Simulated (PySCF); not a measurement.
A PySCF script (with the pyscf-properties extension) for the NMR shieldings of SMILES C=CBB[SiH2]C(F)(F)F, C3H7B2F3Si, on a GFN2-xTB geometry:

```python
import basis_set_exchange as bse
import numpy as np
from pyscf import gto, dft
from pyscf.prop import nmr

atoms = """
C     2.858250   -0.541438    1.125187
C     1.703815    0.045134    0.810566
B     1.200111    0.244430   -0.647759
B     0.131918    1.369643   -1.099053
Si   -1.799288    1.010903   -1.091910
C    -2.166020   -0.248934    0.365851
F    -1.585166   -1.453211    0.158207
F    -3.473757   -0.497146    0.573657
F    -1.680231    0.188566    1.553154
H     3.516944   -0.938801    0.369140
H     3.207090   -0.629214    2.143438
H     1.109281    0.428657    1.632866
H     1.662649   -0.494075   -1.439963
H     0.443681    2.435782   -1.480095
H    -2.375455    0.281949   -2.232684
H    -2.761420    2.074182   -0.752012
"""
names = dict.fromkeys(["C", "B", "Si", "F", "H"], "pcSseg-1")
basis = {el: gto.basis.parse(bse.get_basis(n, elements=[el], fmt="nwchem")) for el, n in names.items()}
mol = gto.M(atom=atoms, basis=basis, charge=0, verbose=0)
mf = dft.RKS(mol, xc="PBE0")
mf.grids.level = 2
mf.grids.alignment = dft.numint.BLKSIZE   # the property module wants whole blocks of grid points
mf.conv_tol = 1e-9
mf.kernel()

calc = nmr.RKS(mf)   # GIAO
C = mf.mo_coeff
Co = C[:, mf.mo_occ > 0]
resp = mf.gen_response(singlet=True, hermi=2)
def vind(x):   # induced exchange potential for any number of trial vectors
    d = np.einsum("pi,xij,qj->xpq", C, 2 * x.reshape(-1, C.shape[1], Co.shape[1]), Co, optimize=True)
    return np.einsum("xpq,pi,qj->xij", resp(d - d.transpose(0, 2, 1)), C, Co, optimize=True).ravel()
mo1, _ = nmr.rhf.solve_mo1(calc, with_cphf=vind)
sigma = calc.kernel(mo1)
for i, s in enumerate(sigma):   # ppm
    w = np.linalg.eigvalsh((s + s.T) / 2)
    print("%2d %-2s iso %8.1f  s11 %8.1f  s22 %8.1f  s33 %8.1f" % (i, mol.atom_pure_symbol(i), w.mean(), *w))
```

Q: What does it print?

A: 
```
 0 C  iso     35.2  s11    -74.0  s22     20.8  s33    158.9
 1 C  iso     39.5  s11    -87.5  s22     19.7  s33    186.4
 2 B  iso     11.1  s11    -86.1  s22     12.0  s33    107.4
 3 B  iso    -26.4  s11   -169.4  s22    -50.8  s33    141.1
 4 Si iso    422.9  s11    369.6  s22    432.2  s33    467.0
 5 C  iso     44.0  s11     37.1  s22     41.5  s33     53.5
 6 F  iso    237.5  s11    132.8  s22    251.4  s33    328.4
 7 F  iso    236.7  s11    141.6  s22    244.0  s33    324.5
 8 F  iso    236.7  s11    133.4  s22    243.5  s33    333.4
 9 H  iso     25.4  s11     22.1  s22     25.7  s33     28.3
10 H  iso     25.0  s11     21.8  s22     25.1  s33     28.1
11 H  iso     24.2  s11     19.0  s22     24.4  s33     29.1
12 H  iso     22.9  s11     13.9  s22     25.2  s33     29.6
13 H  iso     19.1  s11      3.6  s22     25.0  s33     28.6
14 H  iso     27.1  s11     24.0  s22     25.9  s33     31.4
15 H  iso     27.3  s11     23.7  s22     26.1  s33     32.1
```

These numbers come from an equivalent density-fitted implementation of the same equations, which agrees with the script to about 0.01 ppm for H and up to a few tenths of a ppm for heavy atoms, so last digits may differ.

Size and cost of the density-fitted run: 195 basis functions, 60 s wall time on 1 thread of an Arm Neoverse N1, shared host; peak memory 0.85 GiB.
